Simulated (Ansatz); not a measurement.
`[SiH3]C1BN1` + `[OH][GaH2]` → `[SiH3][O][GaH2]` + `B1CN1`  (ligand exchange at the Si–C bond)

Computed with Ansatz on PBE0-D4/def2-TZVP structures; ΔE is electronic, products minus reactants. CBS: MP2 limit from def2 TZ/QZ plus the TZ coupled-cluster correction, frozen cores. This one scheme is used for every species. For Ga outer-core shells are correlated without core-valence functions, which leaves a few kJ/mol of doubt a bond. Scalar relativity is left out up to krypton.

```tsv
species	CCSD(T)/def2-SVP energy (Eh)
`[SiH3]C1BN1`	-409.76024
`[OH][GaH2]`	-1999.98727
`[SiH3][O][GaH2]`	-2290.15018
`B1CN1`	-119.63672
```

Task: Work out ΔE.

Result: ΔE = (-2290.15018) + (-119.63672) − (-409.76024) − (-1999.98727) = -0.03939 Eh = -103.4 kJ/mol. CCSD(T)/CBS gives -104.8 kJ/mol.

Task: What do rigid-rotor, harmonic-oscillator terms from PBE0-D4/def2-TZVP frequencies (298.15 K, 1 bar) make of the CCSD(T)/CBS value? (Best estimate.)

Result: The calculation gave: ΔZPE = +3.0 kJ/mol, ΔH = -101.7 kJ/mol, ΔS = 10 J/(mol·K), ΔG = -104.5 kJ/mol.

Largest T1 diagnostic among the species: 0.015.

Leaving LDA and LC-ωPBE aside and taking each functional with its dispersion term where it has one, the values, not all of them listed here, spread over 30.2 kJ/mol, from BHLYP-D4 to revPBE-D4. In def2-TZVPP, CCSD(T) changes the Hartree–Fock value by +24.3 kJ/mol (the triples alone add +3.9 kJ/mol) and MP2 by +23.4 kJ/mol. From r2SCAN to r2SCAN0 (25 % exact exchange), in def2-TZVPP and without D4, ΔE moves by −4.2 kJ/mol.
